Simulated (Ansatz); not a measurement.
ClF$_{4}$HOW (`[OH][W]([F])([F])([F])([F])[Cl]`), relaxed with RKS PBE0-D4/def2-TZVP in Ansatz 0.2.0 from a GFN2-xTB geometry. The force threshold is 0.005 eV/Å; the program also tests the step.

Charge 0, multiplicity 1. W: def2 effective core potential.

Start:

```xyz
8

O    -0.899    0.133   -1.191
W     0.199   -0.052    0.225
F     1.418    1.168   -0.452
F    -0.863   -1.357    0.997
F     1.325   -0.242    1.654
F     1.161   -1.413   -0.625
Cl   -0.899    1.601    1.381
H    -1.442    0.163   -1.990
```

How much energy does the relaxation release, and in how many steps? (Estimate.)

Computed: 2.91 kJ/mol, in 26 steps, 5 of them rejected.

Which bonds change most? (An estimate is asked.)

Computed: O1–W2 from 1.801 to 1.836 Å; W2–Cl7 from 2.297 to 2.269 Å; W2–F5 from 1.829 to 1.845 Å; W2–F6 from 1.870 to 1.862 Å.

Give the relaxed structure. (Best estimate.)

The calculation gave: 
```xyz
8

O    -0.972    0.210   -1.177
W     0.153    0.010    0.260
F     1.359    1.239   -0.408
F    -0.937   -1.258    1.043
F     1.399   -0.376    1.565
F     0.997   -1.333   -0.716
Cl   -0.841    1.638    1.488
H    -1.157   -0.129   -2.054
```
